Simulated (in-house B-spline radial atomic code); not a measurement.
Values are calculated unless marked as measured or tabulated.
Te ion on O atom: potential, deflection and energy transfer

The pair potential comes from two frozen, spherical free-atom densities (PBE, B-spline radial code, scalar-relativistic past argon): electrostatics plus the change in Thomas-Fermi kinetic and Dirac exchange energy where they overlap, the recipe behind the universal ZBL potential, which averages such potentials (from solid-state densities) over many pairs. It is written V = (Z1 Z2 e²/r) φ(r/a), with e² = 14.3996 eV·Å and a = 0.46850 Å/(Z1^0.23 + Z2^0.23); ZBL's fit is φ = 0.18175 e^(−3.1998x) + 0.50986 e^(−0.94229x) + 0.28022 e^(−0.4029x) + 0.02817 e^(−0.20162x). Where φ falls below 4e-4 it is continued as an exponential.

Masses 127.6 and 16.0 u.

```
x = r/a  φ, this pair     φ, ZBL
    0.1         0.884     0.8928
   0.25        0.7597     0.7647
    0.5        0.6093     0.6096
      1        0.4199     0.4164
    1.5        0.3043     0.2995
      2        0.2287     0.2218
      3        0.1379     0.1292
      4       0.08733    0.08026
      5       0.05662    0.05224
    6.5       0.03174    0.02914
      8        0.0188    0.01705
     10       0.00956   0.008778
     12      0.005035    0.00474
   14.5      0.002426   0.002328
     17      0.001224   0.001212
     20     0.0005323  0.0005882
```

(1) At x = 4 the electrostatic, kinetic and exchange parts are 162.0, 1070.54 and -89.58 eV. Find r, V and φ.

(2) The ion comes in at 469.9 keV with impact parameter 0.2288 Å. The scattering integral gives a centre-of-mass angle of 10.01° and a closest approach of 2.111 a. What are the reduced energy, the energy passed on and the laboratory angles?

Results:

(1) a = 0.46850/(2.4813 + 1.6133) = 0.11442 Å, so r = 0.45768 Å. V = 162.0 + 1070.54 + (-89.58) = 1142.96 eV. The bare repulsion is 52 × 8 × 14.3996/0.45768 = 13088 eV, so φ = 0.0873, +8.8 % against ZBL's 0.0803. The kinetic (Pauli) term is 94 % of V here.

(2) ε = E a M2/(Z1 Z2 e² (M1 + M2)) = 469900 × 2.1282e-06 = 1. The most that one collision can pass on is γE with γ = 4 M1 M2/(M1 + M2)² = 0.3960. Here T = γE sin²(θ/2) = 0.3960 × 469900 × 0.007618 = 1417 eV. The ion turns by arctan(sin θ/(cos θ + M1/M2)) = 1.1°, and the struck atom leaves at (180° − θ)/2 = 85.0°. The closest approach is 0.241 Å. With ZBL the angle would be 9.88° and T = 1379 eV.
